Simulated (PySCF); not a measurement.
The same groups moved round the core (propene methyl+boryl). Gas-phase values, no solvent. One relaxed conformer stands for each flexible species; it need not be the lowest. Strings in code marks are SMILES.

The four lowest singlet excitations (Tamm–Dancoff). These are M06-2X/def2-TZVP run with PySCF 2.14.0 values and carry that method's errors. Excitations are Tamm–Dancoff values on a coarser integration grid. The basis has no diffuse functions, so Rydberg states are missing or too high.

```tsv
state	energy (eV)	wavelength (nm)	oscillator strength
S1	5.17	240	0.002
S2	5.50	226	0.000
S3	5.95	208	0.256
S4	6.80	182	0.001
```

**Question.** Name which member gives these states.
A) `BCC(=C)C`
B) `B/C=C/CC`
C) `BC(=C)CC`
D) `B/C(C)=C\C`

**Answer.** C, `BC(=C)CC`
